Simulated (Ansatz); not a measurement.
Reaction (redistribution): `CB([SiH3])CF` + `[NH2][Zr]([OH])([F])[F]` → `NB([SiH3])CF` + `[CH3][Zr]([OH])([F])[F]`

Calculated with Ansatz (gas phase, PBE0-D4/def2-TZVP geometries, no zero-point term in ΔE). CCSD(T)/CBS is the MP2 limit (def2-TZVPP, def2-QZVPP) plus CCSD(T) − MP2 in def2-TZVPP, frozen cores. DFT in def2-TZVPP. B3LYP here is the variant with VWN-RPA as its local correlation; programs differ in this. Elements past krypton have def2 core potentials. For Zr outer-core shells are correlated without core-valence functions, which leaves a few kJ/mol of doubt a bond. One conformer a species, not always the lowest.

**Question.** Is it downhill or uphill in electronic energy at CCSD(T)/CBS, and by how much? (An estimate is asked.)

**Answer.** Computed: Downhill: ΔE = -38.7 kJ/mol.

**Question.** What do these levels give: r2SCAN-D4, PBE0-D4, ωB97X-V, ωB97M-V, r2SCAN, PBE0, B3LYP, HF/def2-TZVPP, SCS-MP2/def2-TZVPP, CCSD/def2-TZVPP, SCS-MP2/def2-QZVPP, CCSD/CBS(def2)? (An estimate is asked.)

**Answer.** Ansatz gave: r2SCAN-D4 -36.9, PBE0-D4 -38.6, ωB97X-V -35.1, ωB97M-V -38.3, r2SCAN -37.1, PBE0 -39.4, B3LYP -38.8, HF/def2-TZVPP -29.7, SCS-MP2/def2-TZVPP -37.1, CCSD/def2-TZVPP -37.5, SCS-MP2/def2-QZVPP -36.9, CCSD/CBS(def2) -37.1 kJ/mol.

Largest T1 diagnostic among the species: 0.017.

In def2-TZVPP, CCSD(T) changes the Hartree–Fock value by −9.5 kJ/mol (the triples alone add −1.7 kJ/mol) and MP2 by −8.3 kJ/mol.
